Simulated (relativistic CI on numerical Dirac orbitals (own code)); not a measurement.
## Radial parameters of Hf⁵³⁺

Method of calculation: Dirac-Coulomb-Breit CI, separate exchange-only KLI orbitals for each configuration, a model potential for QED, unscaled Slater integrals (own radial code, finite nucleus).

Slater integrals F^k, G^k are unscaled and averaged over j, outside the closed core [Ne]; ζ comes from projecting the Hamiltonian with its Breit term on Σ l·s of the shell.

- 3s2 3p6 3d: ζ(3d) = 218930 cm⁻¹; <r>(3d) = 0.1704, <r^2>(3d) = 0.03355 (bohr units).
- 3s2 3p5 3d2: ζ(3p) = 1.6048e+06, F^2(3d,3d) = 601430, F^4(3d,3d) = 389200, F^2(3p,3d) = 514740, G^1(3p,3d) = 538900, G^3(3p,3d) = 362600, ζ(3d) = 217180 cm⁻¹; <r>(3p) = 0.1918, <r^2>(3p) = 0.04264, <r>(3d) = 0.1706, <r^2>(3d) = 0.03364 (bohr units).
- 3s 3p6 3d2: F^2(3d,3d) = 601080, F^4(3d,3d) = 388970, G^2(3s,3d) = 413150, ζ(3d) = 218090 cm⁻¹; <r>(3s) = 0.1953, <r^2>(3s) = 0.04361, <r>(3d) = 0.1707, <r^2>(3d) = 0.03367 (bohr units).

**Question.** Give the Racah parameters of the d shell in 3s2 3p5 3d2.

**Answer.** B = F²/49 − 5F⁴/441 = 7861 cm⁻¹ and C = 35F⁴/441 = 30889 cm⁻¹.

Averages of the first 10 configurations, taken without configuration mixing, which lowers the lowest level and can move excited configurations by several eV; other configurations of the list can lie among them:

```
Configuration  Parity  States  Average energy above the lowest level (eV)
   3s2 3p6 3d    even      10                                        41.4
  3s2 3p5 3d2     odd     270                                       443.2
   3s 3p6 3d2    even      90                                       853.9
   3s2 3p6 4s    even       2                                      1994.6
   3s2 3p6 4p     odd       6                                      2151.1
   3s2 3p6 4d    even      10                                      2316.0
3s2 3p5 3d 4s     odd     120                                      2385.8
   3s2 3p6 4f     odd      14                                      2431.5
3s2 3p5 3d 4p    even     360                                      2542.5
      3p6 3d3    even     120                                      1677.9
```
